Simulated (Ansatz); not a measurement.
`[Br][Ge][Br]` + H₂S → `[SH][Ge][Br]` + HBr at 600 K and 1 bar (ligand exchange at a Ge–Br bond).

Gas-phase electronic energies from Ansatz, PBE0-D4/def2-TZVP geometries. CBS: MP2 limit from def2 TZ/QZ plus the TZ coupled-cluster correction, frozen cores. This one scheme is used for every species. For Br, Ge outer-core shells are correlated without core-valence functions, which leaves a few kJ/mol of doubt a bond. Scalar relativity is left out up to krypton. One conformer a species, not always the lowest.

```json
{"species": "`[Br][Ge][Br]`", "CCSD(T)/CBS energy (Eh)": "-7222.82910", "H − E (kJ/mol)": "35.3", "S (J/(mol·K))": "358.3"}
{"species": "H₂S", "CCSD(T)/CBS energy (Eh)": "-398.97279", "H − E (kJ/mol)": "60.8", "S (J/(mol·K))": "230.9"}
{"species": "`[SH][Ge][Br]`", "CCSD(T)/CBS energy (Eh)": "-5047.87083", "H − E (kJ/mol)": "62.9", "S (J/(mol·K))": "367.9"}
{"species": "HBr", "CCSD(T)/CBS energy (Eh)": "-2573.91920", "H − E (kJ/mol)": "33.5", "S (J/(mol·K))": "219.1"}
```

H − E and S are ideal-gas, rigid-rotor, harmonic terms from PBE0-D4/def2-TZVP, for one conformer and one mirror image of each species. 1 Eh = 2625.50 kJ/mol, R = 8.31446 J/(mol·K).

Question: By hand: ΔE, ΔH, ΔS and ΔG.

Answer: ΔE = (-5047.87083) + (-2573.91920) − (-7222.82910) − (-398.97279) = 0.01186 Eh = 31.1 kJ/mol. Δ(H − E) = 62.9 + 33.5 − 35.3 − 60.8 = 0.3, so ΔH = 31.4 kJ/mol. ΔS = 367.9 + 219.1 − 358.3 − 230.9 = -2.2 J/(mol·K). ΔG = 31.4 − 600 × (-2.2)/1000 = 32.7 kJ/mol.

Question: By hand: the equilibrium constant, and the temperature at which ΔG would vanish if ΔH and ΔS stayed fixed.

Answer: log₁₀ K = −ΔG/(RT ln 10) = -2.8. ΔH and −TΔS have one sign here, so there is no such temperature.

The number of gas molecules stays the same, so ΔS is small and ΔH decides. A doubt of 5 kJ/mol in ΔE shifts log₁₀ K by 0.4 here. Other conformers and mirror images would add mixing entropy, several J/(mol·K) or more a flexible species. These are equilibria of isolated gas molecules and say nothing of rates. Largest T1 diagnostic: 0.012 (customary marks: 0.02 for closed shells, 0.045 for open ones).

ΔS is within the doubt of such terms, so its sign, and with it that verdict, could turn.
